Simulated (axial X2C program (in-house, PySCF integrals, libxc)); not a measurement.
**Potential curves of NbO⁺, 2c**

All values were computed with an in-house relativistic program for diatomic molecules. Two-component (2c) means X2C with spin–orbit coupling and atomic mean-field two-electron Coulomb and Gaunt terms. Basis: Nb dyall-cv3z [11s12p9d5f3g], O dyall-av3z [7s6p3d2f] (cores contracted in-house); Gaussian nuclei, density fitting, unrestricted open shells. Masses: Nb 92.906 u, O 15.995 u.

State: Ω = 1 (⟨Sz⟩ = 1.00, ⟨Lz⟩ = 0.00 at PW91). Energies in kJ/mol from the lowest point of each curve. Fits are polynomials in 1 − R0/R over 0.85 to 1.23 times the lowest point R0.

```csv
R (Å),PW91,PBE0
1.4216,213.71,185.84
1.4869,98.05,79.15
1.5360,44.35,31.93
1.5850,13.20,7.06
1.6340,0.00,0.00
1.6912,2.34,9.34
1.7484,19.19,32.96
1.8219,55.89,77.81
1.9118,115.13,145.20
2.0425,212.75,247.46
```

One determinant describes the state; a PBE0 search over occupations chose it and may have missed a lower one. Density functionals use the spin component along the axis (collinear). Other states lie close and PBE0, whose exact exchange favours high spin, may order them wrongly; the determinant shown need not be the ground state. The nearest other 2c determinant of the search, Ω = 0, lies 0.82 eV up at the distance of the search. With several unpaired electrons one determinant need not be a pure state. Open-shell Ω = 0 determinants with evenly filled partner blocks cannot be reached by this program, so the Ω shown need not be the lowest component. The determinant is spin-polarised beyond a pure state at some levels (its spin-free form has ⟨S²⟩ too high), which makes Re and μ there less reliable.

**Question.** Fit the PW91 curve near its minimum: give the equilibrium distance and the harmonic wavenumber.

**Answer.** At PW91, 2c: Re = 1.654 Å, ωe ≈ 1050 cm⁻¹; Be follows as 0.452 cm⁻¹.

**Question.** Fit the PBE0 curve near its minimum: give the equilibrium distance and the harmonic wavenumber.

**Answer.** At PBE0, 2c: Re = 1.632 Å, ωe ≈ 1100 cm⁻¹; Be follows as 0.464 cm⁻¹.
